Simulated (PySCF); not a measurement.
**S²⁺: ionisation energy**

S²⁺ [Ne] 3s2 3p2 (3P) → S³⁺ [Ne] 3s2 3p1 (2P), as a difference of total energies. Calculation: PySCF 2.14, in aug-cc-pwCVQZ; the non-relativistic Hamiltonian (point nucleus). Correlated levels: valence: [Ne] frozen; valence and next inner shell: 1s2 frozen; nothing frozen. The calculations carry no spin-orbit coupling.

```tsv
method	ionisation energy (eV)
UHF	34.159
LDA	34.880
PBE	34.833
PBE0	34.875
r2SCAN	35.024
PW91	34.904
PBEsol	34.787
BHandHLYP	34.699
MP2 (valence)	34.689
SCS-MP2 (valence)	34.592
MP2 (valence and next inner shell)	34.756
SCS-MP2 (valence and next inner shell)	34.651
MP2 (all electrons)	34.759
SCS-MP2 (all electrons)	34.654
```

Q: How much does correlation contribute at MP2 (all electrons)?

A: 34.759 − (34.159) = 0.600 eV, measured against UHF.

A first-order spin-orbit estimate (lowest level to lowest level, LS coupling) adds -0.009 eV.

For comparison: 34.86 ± 0.04 eV (semi-empirical (NIST evaluation); NIST Atomic Spectra Database, ionization energies).
